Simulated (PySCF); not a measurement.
# BeSi⁺, r²SCAN: how much the basis matters

PySCF, UKS reference; doublet, unpaired electrons π ↑; De to Be + Si⁺ without counterpoise correction.

```csv
basis,relativity,functions,Re (Å),ωe (cm⁻¹),De (eV),μ (D)
pcseg-1,no relativity,27,2.300,451,2.21,-4.78
def2-SVPD,no relativity,36,2.300,438,2.37,-4.82
"6-311G(d,p)",no relativity,44,2.294,455,2.32,-4.54
```

(1) How does each smaller set differ from the one with most functions, 6-311G(d,p)?

A positive dipole points towards Si; it is taken about the centre of mass and depends on that origin. For an ion De counts to the pair picked by the measured ionisation energies or electron affinities, which need not be the lowest pair at this level. The state is the lowest determinant that a PBE0 search found; another state may lie lower at other levels.

Results:

(1) pcseg-1: +0.6 pm, -0.9 % in ωe, -0.11 eV in De; def2-SVPD: +0.6 pm, -3.7 % in ωe, +0.05 eV in De. All at r²SCAN; the set with most functions is neither the basis-set limit nor always the best.
